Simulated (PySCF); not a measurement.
A geometry optimisation, step by step.

Compound: C₂H₆BCl₃S.
Numbering: `[CH3:1][S+:2]([CH3:3])[B-:4]([Cl:5])([Cl:6])[Cl:7]` (hydrogens: H8, H9, H10 on C1; H11, H12, H13 on C3)

Method: PySCF, PBE0-D3(BJ)/def2-TZVP geometry optimisation, gas phase; density fitting, grid level 2; the optimiser is geomeTRIC in internal coordinates, started from a GFN2-xTB structure with every atom displaced at random (about 0.01 Å). The frame can shift and turn from step to step; on so coarse a grid that alone can change the energy by a few meV, and forces under 0.02 eV/Å are noise.

Step 0: E = -51238.5598 eV, largest atomic force 2.022 eV/Å
```
atom  x, y, z in Å  |  force x, y, z in eV/Å
C1     -0.736    1.114   -0.948   -0.680   1.785   0.664
S2     -0.020    0.707    0.645    0.231  -0.781  -0.390
C3     -1.054   -0.725    1.078    0.611   0.791   0.115
B4      1.799   -0.303   -0.043   -0.902   0.027   0.063
Cl5     2.436   -1.031    1.454    0.163  -0.091   0.319
Cl6     1.160   -1.518   -1.236    0.182  -0.091  -0.093
Cl7     2.753    1.014   -0.770    0.153   0.272  -0.091
H8     -0.148    1.954   -1.373   -0.278  -0.556   0.244
H9     -1.779    1.472   -0.766    0.758  -0.292  -0.221
H10    -0.721    0.271   -1.596    0.060  -0.715  -0.511
H11    -2.063   -0.392    1.254   -0.424   0.131  -0.079
H12    -0.970   -1.459    0.297   -0.087  -0.305  -0.381
H13    -0.652   -1.122    1.995    0.213  -0.175   0.360
```

Step 1: E = -51238.7151 eV, largest atomic force 0.573 eV/Å
```
atom  x, y, z in Å  |  force x, y, z in eV/Å
C1     -0.683    1.140   -0.977    0.005  -0.127  -0.113
S2      0.054    0.638    0.577   -0.378   0.054   0.057
C3     -1.052   -0.681    1.080    0.049  -0.047   0.059
B4      1.647   -0.341   -0.005    0.571  -0.032  -0.025
Cl5     2.318   -1.061    1.547   -0.137   0.137  -0.230
Cl6     1.179   -1.609   -1.231    0.002   0.016   0.030
Cl7     2.708    0.984   -0.724   -0.164  -0.218   0.137
H8      0.024    1.828   -1.433    0.020   0.066  -0.012
H9     -1.633    1.647   -0.792    0.095  -0.115   0.034
H10    -0.794    0.262   -1.622   -0.067   0.162   0.135
H11    -2.050   -0.281    1.256    0.049   0.054  -0.043
H12    -1.054   -1.452    0.309   -0.054   0.018  -0.005
H13    -0.649   -1.091    2.006    0.008   0.032  -0.025
```

Step 2: E = -51238.7301 eV, largest atomic force 0.280 eV/Å
```
atom  x, y, z in Å  |  force x, y, z in eV/Å
C1     -0.694    1.139   -0.976    0.093  -0.030  -0.024
S2      0.049    0.632    0.570   -0.028  -0.024  -0.024
C3     -1.060   -0.678    1.077    0.051  -0.010   0.002
B4      1.678   -0.351   -0.011    0.279   0.032   0.002
Cl5     2.325   -1.056    1.545   -0.079   0.050  -0.072
Cl6     1.229   -1.623   -1.237   -0.073   0.055   0.041
Cl7     2.734    0.972   -0.712   -0.126  -0.098   0.062
H8      0.003    1.838   -1.437   -0.020   0.002   0.014
H9     -1.640    1.633   -0.768   -0.035   0.000  -0.001
H10    -0.821    0.269   -1.621   -0.026   0.014   0.011
H11    -2.048   -0.255    1.253   -0.007   0.005  -0.001
H12    -1.083   -1.448    0.307   -0.026   0.000  -0.004
H13    -0.657   -1.088    2.002   -0.004   0.003  -0.007
```

Step 3: E = -51238.7335 eV, largest atomic force 0.069 eV/Å
```
atom  x, y, z in Å  |  force x, y, z in eV/Å
C1     -0.690    1.135   -0.978    0.028   0.032   0.030
S2      0.052    0.630    0.568   -0.008   0.003  -0.017
C3     -1.056   -0.679    1.074    0.001   0.020  -0.008
B4      1.689   -0.352   -0.010    0.034   0.057   0.018
Cl5     2.316   -1.050    1.548    0.021  -0.025   0.015
Cl6     1.211   -1.616   -1.231   -0.003  -0.028  -0.024
Cl7     2.732    0.969   -0.708   -0.002  -0.021  -0.005
H8      0.000    1.842   -1.438   -0.017  -0.009   0.010
H9     -1.640    1.621   -0.764   -0.036   0.025  -0.012
H10    -0.821    0.268   -1.622    0.004  -0.038  -0.028
H11    -2.039   -0.248    1.254   -0.018  -0.012   0.018
H12    -1.090   -1.447    0.302   -0.001   0.005  -0.002
H13    -0.651   -1.091    1.997   -0.004  -0.008   0.003
```

Step 4: E = -51238.7340 eV, largest atomic force 0.033 eV/Å
```
atom  x, y, z in Å  |  force x, y, z in eV/Å
C1     -0.692    1.136   -0.978   -0.003   0.005   0.015
S2      0.052    0.631    0.568   -0.011   0.000  -0.005
C3     -1.057   -0.677    1.074    0.001   0.011  -0.003
B4      1.693   -0.352   -0.009    0.012   0.028   0.011
Cl5     2.322   -1.051    1.549    0.000  -0.006   0.003
Cl6     1.214   -1.618   -1.228   -0.006  -0.018  -0.013
Cl7     2.737    0.965   -0.710   -0.006  -0.008   0.000
H8     -0.003    1.844   -1.436    0.000   0.004  -0.003
H9     -1.644    1.621   -0.767    0.004  -0.002  -0.003
H10    -0.819    0.268   -1.624    0.006  -0.009  -0.009
H11    -2.041   -0.248    1.259    0.001  -0.001   0.008
H12    -1.095   -1.443    0.300    0.000   0.002  -0.002
H13    -0.651   -1.093    1.994    0.003  -0.006   0.000
```

Step 5: E = -51238.7342 eV, largest atomic force under 0.02 eV/Å
```
atom  x, y, z in Å  |  force x, y, z in eV/Å
C1     -0.691    1.136   -0.978   -0.005  -0.008  -0.002
S2      0.051    0.632    0.568   -0.001   0.001   0.000
C3     -1.058   -0.676    1.075   -0.004   0.003  -0.002
B4      1.694   -0.352   -0.008   -0.004   0.007   0.006
Cl5     2.323   -1.051    1.549   -0.002   0.000  -0.002
Cl6     1.211   -1.620   -1.226   -0.002  -0.005  -0.002
Cl7     2.736    0.963   -0.713   -0.001  -0.002   0.000
H8     -0.004    1.847   -1.435    0.002   0.003  -0.001
H9     -1.645    1.619   -0.770    0.005  -0.005   0.001
H10    -0.814    0.268   -1.625    0.004   0.005   0.002
H11    -2.041   -0.248    1.266    0.005   0.002   0.004
H12    -1.099   -1.439    0.298   -0.002   0.001  -0.001
H13    -0.648   -1.097    1.992    0.005  -0.003  -0.003
```

Q: Summarise the path.

A: The energy falls by 4.02 kcal/mol from step 0 to step 5; nine tenths of that is first reached at step 2. It falls at every step. The largest force goes from 2.022 to under 0.02 eV/Å. Among the bonds S2–B4 changes most, from 2.192 to 2.000 Å; the atoms move by 0.093 Å rms after alignment.

Q: Follow the three bonds and two angles with the largest change from start to end.

A: 
| step | E above end (kcal/mol) | largest force (eV/Å) | S2–B4 (Å) | B4–Cl7 (Å) | B4–Cl5 (Å) | S2–B4–Cl6 (°) | C1–S2–B4 (°) |
| --- | --- | --- | --- | --- | --- | --- | --- |
| 0 | 4.02 | 2.022 | 2.192 | 1.781 | 1.783 | 102.8 | 99.0 |
| 1 | 0.44 | 0.573 | 1.958 | 1.843 | 1.838 | 109.8 | 102.5 |
| 2 | 0.10 | 0.280 | 1.990 | 1.832 | 1.827 | 109.9 | 103.1 |
| 3 | 0.02 | 0.069 | 1.994 | 1.822 | 1.819 | 108.7 | 103.2 |
| 4 | 0.00 | 0.033 | 1.999 | 1.821 | 1.820 | 108.6 | 103.3 |
| 5 | 0.00 | under 0.02 | 2.000 | 1.820 | 1.820 | 108.5 | 103.3 |

What follows is the cost of the whole optimisation. On AMD EPYC 7R43, one thread, on a shared host, this took 3.9 min of wall time and 1.4 GiB of memory at its peak.
